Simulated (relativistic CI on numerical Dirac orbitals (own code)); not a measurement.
# Ni3+: L-alpha,beta X-ray emission

Computed with this model: Dirac-Coulomb-Breit CI, orbitals from a KLI potential per configuration, model QED (radiative potential, 1s self-energy scaled to tabulated hydrogen-like ionisation energies), valence Slater integrals scaled by 0.9, multiplet model of X-ray emission after core ionisation; configurations [Ar] 3d7 → [He] 2s2 2p5 3s2 3p6 3d7 → [Ar] 3d6; 80 K; Lorentzian 0.84 eV and Gaussian 0.5 eV FWHM. Energies are those of the free ion, without screening or charge transfer. S is read from ⟨S²⟩ = S(S + 1).

Field parameters in Wybourne normalisation: D3d B²₀ = −7Dσ, B⁴₀ = −14Dq − 21Dτ, B⁴₃ = −14√(10/7) Dq. The field is a parameter set, without covalency.

Computed curve for D3d, 10Dq = 13350, Dσ = 1200, Dτ = -240 cm⁻¹, scaled to 100 at the maximum (points under 2 are left out and the grid is thinned):

(Energy (eV), Intensity): (850.8, 2.0), (851.3, 2.4), (851.9, 3.1), (852.4, 4.1), (852.9, 5.8), (853.5, 9.3), (854.0, 13.7), (854.5, 20.8), (855.1, 27.9), (855.6, 30.3), (856.1, 31.9), (856.7, 40.1), (857.2, 43.8), (857.7, 42.7), (858.3, 46.7), (858.8, 54.4), (859.3, 63.3), (859.9, 65.5), (860.4, 66.1), (860.9, 60.2), (861.5, 43.0), (862.0, 30.4), (862.5, 23.7), (863.1, 17.6), (863.6, 12.1), (864.1, 9.9), (864.7, 9.1), (865.2, 6.8), (865.7, 5.7), (866.3, 5.5), (866.8, 5.5), (867.4, 6.5), (867.9, 7.6), (868.4, 8.8), (869.0, 8.1), (869.5, 8.1), (870.0, 9.6), (870.6, 13.4), (871.1, 18.1), (871.6, 24.9), (872.2, 39.5), (872.7, 58.0), (873.2, 78.6), (873.8, 99.6), (874.3, 93.1), (874.8, 78.2), (875.4, 69.2), (875.9, 66.3), (876.4, 68.3), (877.0, 63.4), (877.5, 46.1), (878.0, 36.8), (878.6, 23.3), (879.1, 15.4), (879.6, 11.3), (880.2, 7.0), (880.7, 4.6), (881.2, 3.4), (881.8, 2.5), (882.3, 2.0)

The ground state has S = 1.50, and the centroid lies at 867.56 eV.
